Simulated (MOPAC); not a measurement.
MOPAC input (PM7):

```
PM7 FORCE THERMO(298,298) PRECISE LET UHF MS=0.5 GEO-OK AUX(PRECISION=9) THREADS=1
CH7OSi2

C     2.36420604 1   -0.01416827 1    0.59892637 1
Si    1.05371534 1   -0.02160629 1   -0.66801848 1
O    -0.43913271 1    0.04545287 1   -0.20592062 1
Si   -1.94049121 1    0.12313934 1    0.31234281 1
H     2.48405473 1    0.98484355 1    1.06648224 1
H     2.12059720 1   -0.71753132 1    1.42314851 1
H     3.36044287 1   -0.30395027 1    0.21231582 1
H     1.35058648 1   -0.05273273 1   -2.07329000 1
H    -2.57909491 1   -1.18439957 1    0.21084841 1
H    -2.70452978 1    1.07456374 1   -0.48692604 1
H    -1.98603923 1    0.55141301 1    1.70592594 1
```

From the output:

```
     H   11   0.002499   0.004177   0.178754   0.178811   3.089812

          HEAT OF FORMATION =    -100.759299 KCALS/MOLE

          ZERO POINT ENERGY      43.938 KCAL/MOL

           NORMAL COORDINATE ANALYSIS (Total motion = 1 Angstrom)

   Root No.       1         2         3         4         5         6         7         8

                 1 A       2 A       3 A       4 A       5 A       6 A       7 A       8 A

                  20.6      46.3      97.2     142.8     259.6     295.6     564.6     692.8

   x  C    1    0.0007   -0.0000    0.0100   -0.0005   -0.0470   -0.0003    0.0699   -0.0082
   y  C    1    0.0047   -0.0003    0.0836   -0.0011   -0.0684   -0.0014    0.0167   -0.0026
   z  C    1    0.0086   -0.0309   -0.0005   -0.0159   -0.0001    0.0214   -0.0001    0.0010
   x Si    2    0.0009   -0.0001    0.0108   -0.0003   -0.0403   -0.0007    0.0102   -0.0006
   y Si    2   -0.0013    0.0001   -0.0214    0.0002    0.0407    0.0005    0.0924    0.0010
   z Si    2   -0.0123    0.0178    0.0005   -0.0307    0.0008   -0.0591    0.0001   -0.0006
   x  O    3    0.0026   -0.0003    0.0724   -0.0008    0.1044    0.0016    0.0017   -0.0231
   y  O    3   -0.0023    0.0002   -0.0554    0.0002   -0.0356   -0.0005   -0.0049    0.0136
   z  O    3   -0.0007    0.0046    0.0012    0.1655   -0.0011    0.0413    0.0005   -0.0075
   x Si    4   -0.0024    0.0003   -0.0470    0.0008    0.0112    0.0003   -0.0449    0.0259
   y Si    4    0.0000   -0.0001    0.0049    0.0005    0.0176    0.0003   -0.0868   -0.0161
   z Si    4    0.0086   -0.0044   -0.0009   -0.0359    0.0002    0.0006   -0.0002    0.0077
   x  H    5    0.0257   -0.0271    0.0276    0.0156   -0.0818    0.0611    0.0303   -0.0058
   y  H    5    0.2796    0.0141    0.0897   -0.0134   -0.1132    0.0106   -0.0321    0.0103
   z  H    5   -0.0650   -0.0469    0.0050   -0.0045   -0.0024    0.0451    0.0009   -0.0023
   x  H    6   -0.0171    0.0203    0.0550   -0.0153   -0.1258   -0.0474   -0.0183    0.0165
   y  H    6   -0.2008   -0.0113    0.1220    0.0072   -0.1180   -0.0132   -0.0294    0.0099
   z  H    6   -0.1815   -0.0525    0.0129    0.0011   -0.0024    0.0364    0.0010   -0.0022
   x  H    7   -0.0062    0.0068   -0.0505   -0.0024    0.0569   -0.0127    0.1798   -0.0325
   y  H    7   -0.0610   -0.0040    0.1162    0.0013   -0.1198   -0.0065   -0.0411    0.0114
   z  H    7    0.2895   -0.0285   -0.0201   -0.0217    0.0034    0.0657   -0.0019   -0.0012
   x  H    8    0.0007   -0.0007   -0.0435    0.0020   -0.0835   -0.0135    0.0601    0.0825
   y  H    8   -0.0027    0.0011   -0.0547   -0.0051    0.0104    0.0105    0.1241    0.0531
   z  H    8   -0.0649    0.0696    0.0031   -0.2714   -0.0109    0.6046   -0.0015   -0.0006
   x  H    9   -0.0061   -0.2131   -0.0734   -0.0767   -0.0091   -0.0131   -0.0496   -0.1060
   y  H    9    0.0122    0.1012    0.0448   -0.1252    0.0514   -0.0236   -0.1040    0.0528
   z  H    9    0.0099   -0.0673   -0.0023   -0.0967   -0.0000   -0.0106   -0.0066   -0.0299
   x  H   10   -0.0003    0.1539   -0.0473    0.0582    0.0083    0.0102   -0.0470    0.0386
   y  H   10   -0.0045   -0.0717    0.0884    0.0894    0.0821    0.0198   -0.1040    0.3185
   z  H   10    0.0063   -0.1808   -0.0013   -0.1031    0.0026   -0.0111    0.0030   -0.0191
   x  H   11   -0.0045    0.0589   -0.1250    0.0226   -0.0518    0.0017   -0.0481   -0.2327
   y  H   11   -0.0056   -0.0293   -0.0640    0.0372   -0.0377    0.0059   -0.0893   -0.2218
   z  H   11    0.0191    0.2269   -0.0011   -0.0859   -0.0004   -0.0120   -0.0002   -0.0350

   Root No.       9        10        11        12        13        14        15        16

                 9 A      10 A      11 A      12 A      13 A      14 A      15 A      16 A

                 694.0     718.4     763.4     792.8     836.2     857.5     859.6     863.2

   x  C    1   -0.0011   -0.0732   -0.0978    0.0095    0.0141   -0.0017    0.0025   -0.0081
   y  C    1   -0.0004   -0.0018    0.0254   -0.0051    0.0490   -0.0043    0.0031   -0.0119
   z  C    1   -0.0016    0.0031   -0.0110   -0.0619   -0.0014    0.0002    0.0004    0.0006
   x Si    2   -0.0001    0.0196    0.0710   -0.0084   -0.0121    0.0013   -0.0021    0.0070
   y Si    2    0.0006   -0.0008    0.0073   -0.0002   -0.0207    0.0023   -0.0016    0.0061
   z Si    2    0.0016   -0.0012    0.0032    0.0169    0.0004    0.0000   -0.0004   -0.0002
   x  O    3   -0.0069    0.0219   -0.0093    0.0020   -0.0076    0.0009   -0.0014    0.0049
   y  O    3    0.0038   -0.0028    0.0179   -0.0023   -0.0097    0.0029   -0.0026    0.0095
   z  O    3    0.0340    0.0014   -0.0012   -0.0038   -0.0003    0.0002   -0.0007   -0.0002
   x Si    4    0.0072   -0.0093   -0.0051    0.0004    0.0022   -0.0204    0.0008   -0.0122
   y Si    4   -0.0046   -0.0061   -0.0136    0.0011    0.0033    0.0003    0.0100   -0.0295
   z Si    4   -0.0340   -0.0008    0.0004    0.0009    0.0000    0.0030   -0.0173   -0.0045
   x  H    5    0.0106   -0.0718   -0.0633    0.3901   -0.0626    0.0036   -0.0043    0.0059
   y  H    5    0.0021    0.0223   -0.0439    0.0028   -0.0520    0.0042   -0.0026    0.0103
   z  H    5    0.0036   -0.0102    0.0126    0.1249   -0.0053    0.0001   -0.0010    0.0001
   x  H    6   -0.0053   -0.0146   -0.2476   -0.2497   -0.1843    0.0151   -0.0069    0.0372
   y  H    6    0.0021    0.0201   -0.0490    0.0020   -0.0561    0.0045   -0.0029    0.0113
   z  H    6    0.0038   -0.0038    0.0308    0.1058    0.0174   -0.0017    0.0003   -0.0045
   x  H    7   -0.0080   -0.1306    0.0546   -0.1170    0.2664   -0.0246    0.0191   -0.0694
   y  H    7    0.0024    0.0355   -0.0467    0.0229   -0.0843    0.0075   -0.0054    0.0202
   z  H    7    0.0023   -0.0047    0.0137    0.0863   -0.0055    0.0004   -0.0011    0.0014
   x  H    8    0.0134    0.4065   -0.1957    0.0437    0.1117   -0.0108    0.0116   -0.0426
   y  H    8    0.0090    0.2413   -0.1594    0.0318    0.0561   -0.0053    0.0070   -0.0250
   z  H    8    0.0006    0.0049   -0.0014   -0.0109    0.0010   -0.0002    0.0001   -0.0002
   x  H    9    0.1522    0.0131   -0.0189   -0.0012    0.0300    0.3817    0.0859    0.0339
   y  H    9    0.3614   -0.0297   -0.0380   -0.0049    0.0672   -0.0552   -0.2666    0.1829
   z  H    9    0.1183    0.0025   -0.0106   -0.0013    0.0252    0.1469   -0.0347    0.0626
   x  H   10   -0.1258   -0.0092   -0.0084    0.0035    0.0193    0.2440   -0.1265   -0.0281
   y  H   10   -0.1585   -0.0710   -0.0220    0.0113    0.0780    0.0513    0.1346    0.2726
   z  H   10    0.1266    0.0017    0.0035   -0.0026   -0.0190   -0.2900    0.1408    0.0181
   x  H   11   -0.1114    0.0458   -0.0446    0.0080    0.0492   -0.0670    0.0517    0.2276
   y  H   11   -0.1616    0.0392   -0.0498    0.0081    0.0479   -0.0742   -0.0909    0.1725
   z  H   11    0.1291    0.0040    0.0034    0.0001   -0.0045    0.0561    0.3964    0.0497

   Root No.      17        18        19        20        21        22        23        24

                17 A      18 A      19 A      20 A      21 A      22 A      23 A      24 A

                1089.4    1267.2    1269.1    1296.6    2301.6    2301.8    2316.7    2376.5

   x  C    1    0.0174    0.0022   -0.0017   -0.0666   -0.0000   -0.0000    0.0000   -0.0003
   y  C    1    0.0059   -0.0379    0.0290   -0.0013   -0.0000   -0.0000    0.0000    0.0003
   z  C    1   -0.0009   -0.0283   -0.0372   -0.0005    0.0000    0.0000    0.0000    0.0000
   x Si    2   -0.0465    0.0009   -0.0003   -0.0026    0.0000    0.0000   -0.0000    0.0176
   y Si    2   -0.0771    0.0016   -0.0010   -0.0014   -0.0000    0.0000   -0.0001   -0.0289
   z Si    2    0.0002    0.0003    0.0004    0.0001   -0.0001   -0.0000   -0.0000    0.0008
   x  O    3    0.1347   -0.0003    0.0001    0.0035    0.0000    0.0005    0.0003    0.0009
   y  O    3    0.2561   -0.0021    0.0010    0.0044    0.0000   -0.0002    0.0005    0.0007
   z  O    3    0.0005   -0.0001    0.0001    0.0000   -0.0006   -0.0000    0.0000    0.0000
   x Si    4   -0.0297   -0.0001    0.0000   -0.0008   -0.0002    0.0215    0.0050    0.0001
   y Si    4   -0.0578    0.0002   -0.0001   -0.0013    0.0004   -0.0108    0.0106   -0.0001
   z Si    4   -0.0003    0.0000   -0.0000   -0.0000   -0.0244   -0.0003    0.0004    0.0000
   x  H    5   -0.0378   -0.1173   -0.0801    0.2715   -0.0000    0.0000    0.0000    0.0001
   y  H    5   -0.0001    0.2318   -0.3475    0.0545   -0.0000   -0.0000   -0.0001   -0.0015
   z  H    5   -0.0128   -0.1395    0.0605    0.1115   -0.0001   -0.0002   -0.0002   -0.0029
   x  H    6   -0.0648   -0.0231    0.1479    0.2706    0.0001   -0.0001   -0.0001    0.0008
   y  H    6   -0.0081    0.3030    0.0861    0.0943    0.0001   -0.0001   -0.0002   -0.0047
   z  H    6    0.0199    0.3116   -0.0262   -0.0710    0.0000    0.0001    0.0001    0.0041
   x  H    7    0.0331    0.0969   -0.0450    0.2823   -0.0001   -0.0000    0.0001   -0.0008
   y  H    7   -0.0160   -0.1036   -0.0690   -0.1360   -0.0001    0.0001    0.0003   -0.0035
   z  H    7   -0.0003    0.1573    0.4003   -0.0351    0.0000    0.0000    0.0001   -0.0010
   x  H    8   -0.0058   -0.0033    0.0040    0.0077   -0.0003    0.0006   -0.0005   -0.5023
   y  H    8   -0.0587   -0.0008    0.0017    0.0054    0.0004   -0.0011    0.0007    0.8031
   z  H    8   -0.0001   -0.0000   -0.0028   -0.0008   -0.0000    0.0000   -0.0000   -0.0220
   x  H    9   -0.0445    0.0005   -0.0002    0.0006   -0.1857   -0.0388   -0.1163    0.0005
   y  H    9   -0.1006    0.0001   -0.0002    0.0007   -0.1044   -0.0351   -0.0634    0.0004
   z  H    9   -0.0196    0.0002   -0.0001    0.0010    0.4461    0.1267    0.2917   -0.0009
   x  H   10   -0.0367    0.0002   -0.0002   -0.0002    0.2738   -0.2656   -0.2468   -0.0004
   y  H   10   -0.1056    0.0003   -0.0003    0.0005    0.0007   -0.0069    0.0023    0.0001
   z  H   10    0.0128   -0.0003    0.0002   -0.0008    0.2244   -0.2421   -0.2155   -0.0005
   x  H   11   -0.0653    0.0015   -0.0008    0.0021   -0.0830   -0.3034    0.2198   -0.0013
   y  H   11   -0.0873    0.0016   -0.0008    0.0014    0.0927    0.3467   -0.2417    0.0015
   z  H   11    0.0047   -0.0001    0.0001   -0.0002    0.0186    0.1245   -0.0862    0.0006

   Root No.      25        26        27

                25 A      26 A      27 A

                2633.6    2640.3    2738.2

   x  C    1    0.0004   -0.0007   -0.0238
   y  C    1    0.0079   -0.0483   -0.0011
   z  C    1   -0.0530   -0.0072   -0.0003
   x Si    2   -0.0001    0.0003   -0.0025
   y Si    2    0.0001   -0.0008   -0.0002
   z Si    2   -0.0009   -0.0001   -0.0000
   x  O    3   -0.0000    0.0000    0.0004
   y  O    3    0.0000   -0.0001    0.0006
   z  O    3   -0.0001    0.0000    0.0000
   x Si    4    0.0000   -0.0000   -0.0001
   y Si    4   -0.0000    0.0000   -0.0001
   z Si    4    0.0000   -0.0000    0.0000
   x  H    5   -0.1883   -0.0847    0.1115
   y  H    5    0.1372    0.0349   -0.0872
   z  H    5    0.4056    0.1902   -0.2828
   x  H    6    0.1634   -0.1091    0.1052
```
